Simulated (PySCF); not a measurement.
Bonds (- single, = double, # triple, : aromatic): F1-Si2, Si2-C3, C3=C4, C4-Si5, C4-O6, O6-C7, C7-Si8. Si2 carries H9, H10; C3 carries H11; Si5 carries H12, H13, H14; C7 carries H15, H16; Si8 carries H17, H18, H19. Stereochemistry as in F[SiH2]/C=C(\[SiH3])OC[SiH3].

Theory: shieldings: GIAO PBE0/pcSseg-1, geometry from GFN2-xTB, in PySCF (one averaged value for each set of equivalent atoms, non-relativistic, in vacuum, single conformer).

Shifts are taken against calculated references (same method and geometry level): ¹³C (σ = 186.93 ppm), ¹H (σ = 31.72 ppm), ²⁹Si (σ = 349.16 ppm) against TMS; CFCl3 for ¹⁹F (σ = 170.95 ppm); ¹⁷O (σ = 336.08 ppm) vs H2O.

```tsv
atoms	nucleus	count	Hirshfeld charge	δ (ppm)
C7	¹³C	1	-0.08	?
H9/H10	¹H	2	-0.08	?
Si5	²⁹Si	1	0.31	-77.7
Si2	²⁹Si	1	0.41	-2.6
H11	¹H	1	0.04	?
O6	¹⁷O	1	-0.10	172.1
C4	¹³C	1	-0.01	179.1
H17/H18/H19	¹H	3	-0.07	4.05
Si8	²⁹Si	1	0.32	-72.5
F1	¹⁹F	1	-0.22	?
H15/H16	¹H	2	0.04	3.58
H12/H13/H14	¹H	3	-0.07	4.11
C3	¹³C	1	-0.20	104.2
```

**Question.** Estimate the values marked ?.

**Answer.** 
- C7: 53.9 ppm, sp3 CH2 bonded to O and Si; the inductive effect lowers its shielding
- H9/H10: 5.60 ppm, hydrogen on a silicon bonded to C, F
- H11: 5.27 ppm, hydrogen on a β carbon of an enol-ether or enamine type C=C; olefinic region
- F1: -234.0 ppm, fluorine bonded to Si

Shifts are as computed. Against solution values, carbons near 30 ppm lie about +3 ppm off and those near 130 ppm about +5 ppm. Of 1211 compounds with measured shifts, 218 miss one by over three times the rms of a fit or turn the order of signals round; such compounds aren't used in these exercises. Unscaled 19F shifts against computed CFCl3 carry errors that often reach 10 to 50 ppm. Experimental scales use liquid or dissolved standards, which lie at an offset from isolated H2O (liquid H2O: subtract about 36 ppm).
